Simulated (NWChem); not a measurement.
System: SiH3O3I; SMILES O[Si](O)(O)I

Input file for NWChem:

```
start job
memory heap 200 mb stack 900 mb global 1100 mb
geometry units angstroms noautosym nocenter noautoz
  O      0.044700     1.545565    -1.851396
  Si     0.000000     0.000000    -1.311560
  O      1.316148    -0.811494    -1.851396
  O     -1.360849    -0.734071    -1.851396
  I      0.000000     0.000000     1.154676
  H      0.763358     2.105261    -1.542154
  H      1.441531    -1.713718    -1.542154
  H     -2.204889    -0.391543    -1.542154
end
basis spherical
  * library def2-svp
end
ecp
  I library def2-ecp
end
dft
  xc b3lyp
  iterations 150
end
property
  response 1 0.0773
end
task dft property
```

Structure relaxed at the PBE0/def2-SVP level. Not confirmed as a minimum by frequencies. def2 effective core potentials on I; no spin-orbit coupling.

Field at 589 nm.

Give the results of this calculation. (B3LYP/def2-SVP with def2 effective core potentials on I.) Quantities: isotropic polarisability (bohr³); anisotropy (bohr³).


```
Property                          Value
--------------------------------  -----
isotropic polarisability (bohr³)   52.4
anisotropy (bohr³)                 23.2
```
